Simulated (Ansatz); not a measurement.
Basis-set series for C₂H₅BFN, SMILES `C=C(N)BF`. Total charge 0; spin multiplicity 1. All single points use the PBE0-D4/def2-TZVP geometry. It is one conformer, not always the lowest.

```json
{"functional": "PBE0-D4", "basis": "def2-TZVPP", "functions": "225", "energy (Eh)": "-258.52165", "HOMO (eV)": "-6.39", "LUMO (eV)": "-1.28"}
{"functional": "PBE0-D4", "basis": "def2-QZVPP", "functions": "435", "energy (Eh)": "-258.53618", "HOMO (eV)": "-6.43", "LUMO (eV)": "-1.33"}
{"functional": "ωB97M-V", "basis": "def2-TZVPP", "functions": "225", "energy (Eh)": "-258.71327", "HOMO (eV)": "-8.56", "LUMO (eV)": "0.76"}
{"functional": "ωB97M-V", "basis": "def2-QZVPP", "functions": "435", "energy (Eh)": "-258.72699", "HOMO (eV)": "-8.60", "LUMO (eV)": "0.68"}
```

Give the rows for def2-SVP. (Estimate.)

The calculation gave: 
```tsv
functional	basis	functions	energy (Eh)	HOMO (eV)	LUMO (eV)
PBE0-D4	def2-SVP	95	-258.22196	-6.19	-1.11
ωB97M-V	def2-SVP	95	-258.40278	-8.35	0.99
```

Positive LUMOs are unbound and depend on the basis.

Program: Ansatz 0.2.0.
